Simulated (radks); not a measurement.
The numbers below are computed, except where a source is named.
Spin polarisation of the 4f13 shell in the thulium ion Tm2+. Start: [Xe] 4f(up 6.5, down 6.5); electrons of 4f are moved from spin down to spin up, other shells keep equal spins. Level of theory: scalar-relativistic Kohn-Sham, SCAN, spin-polarised, spherical densities, finite nucleus; meta-GGA in the generalised Kohn-Sham scheme; Fermi nuclear charge, rms radius of each element as measured or else 0.836 A^(1/3) + 0.57 fm (a radial shooting solver on a logarithmic mesh with Libxc functionals).

| moment (Bohr magnetons) | E - E(0) (eV) | e(4f up) (eV) | e(4f down) (eV) | 5p down minus up (eV) | 5s down minus up (eV) |
|---|---|---|---|---|---|
| 0 | 0.000 | -17.539 | -17.539 | 0.000 | 0.000 |
| 0.25 | -0.016 | -17.662 | -17.413 | 0.039 | 0.052 |
| 0.5 | -0.062 | -17.783 | -17.285 | 0.078 | 0.104 |
| 0.75 | -0.141 | -17.902 | -17.155 | 0.118 | 0.157 |
| 1 | -0.250 | -18.018 | -17.022 | 0.157 | 0.210 |

At moment 1 the spin-polarisation energy is -0.250 eV and the 4f exchange splitting 0.996 eV, that is 0.996 eV per Bohr magneton; E = -I m^2/4 would give I = 0.999 eV.
